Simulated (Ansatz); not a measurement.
Relaxation of CH9BN2Si (14 atoms, charge 0, multiplicity 1), to a largest force component of 0.02 eV/Å in at most 40 steps.

Computed with RKS B3LYP-D4/STO-3G (Ansatz).

```xyz
14
Properties=species:S:1:pos:R:3:forces:R:3
B -0.769 1.620 -0.387 -2.08 2.69 -0.48
Si -0.098 -0.106 -0.054 0.75 -0.47 -0.19
C 0.881 -0.060 1.504 1.80 0.22 1.75
N -1.363 -1.260 0.130 -1.60 0.26 -0.72
N 0.952 -0.612 -1.435 -1.21 -0.92 0.36
H -1.987 1.839 -0.459 1.74 -0.25 -0.01
H -0.061 2.583 -0.546 -0.50 -0.80 0.10
H 1.368 -1.054 1.709 -0.67 0.80 0.05
H 0.271 0.263 2.407 0.70 -0.60 -1.17
H 1.748 0.666 1.428 -1.03 -0.65 0.02
H -1.948 -1.306 -0.761 0.38 -0.30 0.85
H -0.984 -2.202 0.292 0.11 -1.00 -0.02
H 0.314 -0.540 -2.296 0.98 0.31 0.31
H 1.662 0.139 -1.504 0.63 0.71 -0.85
```

Question: Where does it end, and by what steps?

Answer: It converged. Limits of this set-up: minimal basis. After 14 steps the energy has fallen by 0.456 eV; H6 moved furthest, 0.70 Å.

| step | energy less start (eV) | largest force component (eV/Å) | accepted |
| --- | --- | --- | --- |
| 0 | 0.0000 | 2.691 | yes |
| 1 | -0.3968 | 0.631 | yes |
| 2 | -0.4198 | 0.281 | yes |
| 3 | -0.4375 | 0.134 | yes |
| 4 | -0.4369 | 0.287 | no |
| 5 | -0.4467 | 0.086 | yes |
| 6 | -0.4499 | 0.123 | yes |
| 7 | -0.4507 | 0.275 | yes |
| 8 | -0.4526 | 0.193 | yes |
| 9 | -0.4526 | 0.083 | no |
| 10 | -0.4555 | 0.068 | yes |
| 11 | -0.4555 | 0.062 | yes |
| 12 | -0.4553 | 0.176 | no |
| 13 | -0.4557 | 0.029 | yes |
| 14 | -0.4558 | 0.017 | yes |

```xyz
14
Properties=species:S:1:pos:R:3
B -0.901 1.675 -0.474
Si -0.150 -0.070 -0.003
C 0.999 -0.108 1.478
N -1.436 -1.246 0.276
N 0.862 -0.562 -1.411
H -1.862 1.763 -1.141
H -0.339 2.674 -0.226
H 1.467 -1.094 1.590
H 0.454 0.109 2.405
H 1.802 0.634 1.383
H -2.101 -1.296 -0.533
H -1.055 -2.220 0.367
H 0.449 -0.209 -2.315
H 1.798 -0.080 -1.368
```

Whether the end is a true minimum wasn't checked by a vibrational analysis.

Run time: 91 s on 1 thread of Intel(R) Xeon(R) Platinum 8259CL CPU @ 2.50GHz (Skylake/Cascade Lake), on a shared host, peak memory 0.17 GiB.
